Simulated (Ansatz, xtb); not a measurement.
**Two isomers of C3H5F3O2**

We compare I, `CO[C@H](F)OC(F)F`, a singlet, with II, `OCCOC(F)(F)F`, a singlet. Both are isolated molecules in the gas phase, relaxed with PBE-D3(BJ)/def2-SVP; the shapes shown needn't be the lowest conformers.

I (Å):

```yaml
atoms:
  - { symbol: C, position_ang: [-1.8017, 0.4584, 1.8465] }
  - { symbol: C, position_ang: [0.0635, -0.9208, 2.1343] }
  - { symbol: C, position_ang: [1.2604, -1.6028, 0.2136] }
  - { symbol: F, position_ang: [1.0246, -1.2171, 3.0569] }
  - { symbol: F, position_ang: [1.9646, -1.0573, -0.7922] }
  - { symbol: F, position_ang: [0.2883, -2.4029, -0.3279] }
  - { symbol: O, position_ang: [-0.6345, 0.1504, 2.5993] }
  - { symbol: O, position_ang: [0.6869, -0.5638, 0.9143] }
  - { symbol: H, position_ang: [-2.5016, -0.4084, 1.8104] }
  - { symbol: H, position_ang: [-1.5473, 0.7561, 0.8072] }
  - { symbol: H, position_ang: [-2.2986, 1.3011, 2.3603] }
  - { symbol: H, position_ang: [-0.5710, -1.8318, 1.9820] }
  - { symbol: H, position_ang: [1.9211, -2.2407, 0.8453] }
```

II (Å):

```xyz
13

C    -3.1376    0.1864   -0.4537
C    -1.7961    0.7813   -0.8428
C     0.1687    1.4592    0.3140
F     0.9804    1.0797   -0.7043
F     0.8136    1.2709    1.4694
F    -0.0543    2.7889    0.1583
O    -3.7891    0.9481    0.5351
O    -0.9761    0.7441    0.3497
H    -3.1621    1.0120    1.2813
H    -2.9816   -0.8776   -0.1446
H    -3.7885    0.1726   -1.3529
H    -1.3034    0.2002   -1.6516
H    -1.9201    1.8362   -1.1658
```

Task: Which of the two would you expect CCSD(T)/def2-SVP + ΔMP2/def2-TZVPP electronic energies to favour?

Result: Structure II; the calculation gives E(II) − E(I) = −36.8 kJ/mol.

The same difference at several levels:

```csv
level,geometry,E(II) − E(I) (kJ/mol),departure from the last row (kJ/mol),"job, with rough time for the two"
GFN2-xTB,GFN2-xTB,−20.9,+15.9,"optimisation, 0.11 s"
HF/STO-3G,GFN2-xTB,−10.8,+26.0,"single point, 0.28 s"
r2SCAN-D4/def2-SVP,GFN2-xTB,−38.3,−1.4,"single point, 3 s"
PBE-D3(BJ)/def2-SVP,PBE-D3(BJ)/def2-SVP,−37.9,−1.0,"optimisation, 23 s"
HF/def2-SVP,PBE-D3(BJ)/def2-SVP,−34.1,+2.8,part of the CCSD(T) run
MP2/def2-SVP,PBE-D3(BJ)/def2-SVP,−47.9,−11.1,part of the CCSD(T) run
CCSD(T)/def2-SVP,PBE-D3(BJ)/def2-SVP,−43.5,−6.7,single point
CCSD(T)/def2-SVP + ΔMP2/def2-TZVPP,PBE-D3(BJ)/def2-SVP,−36.8,,"single point, 79 s"
```

As drawn, II has 1 C–C, 1 O–H in place of 1 C–O, 1 C–H.

The levels shown agree on the order. The largest departure from CCSD(T)/def2-SVP + ΔMP2/def2-TZVPP is that of HF/STO-3G, 26.0 kJ/mol. The last row adds to CCSD(T) the change of the MP2 difference between the two basis sets, here +6.7 kJ/mol.

With thermal terms from frequencies at re-optimised GFN2-xTB minima (ideal gas, soft modes damped towards free rotors, one conformer each, 298.15 K, 1 atm): on the last row, ΔE + ΔZPE = −36.2, ΔH = −36.7, ΔG = −34.6 kJ/mol.

The correlated steps freeze 8 core orbitals. Mirror images aren't counted in ΔG. Programs: Ansatz 0.2.0, xtb 6.7.1; the last row on 4 threads of Arm Neoverse V2 on a shared host.
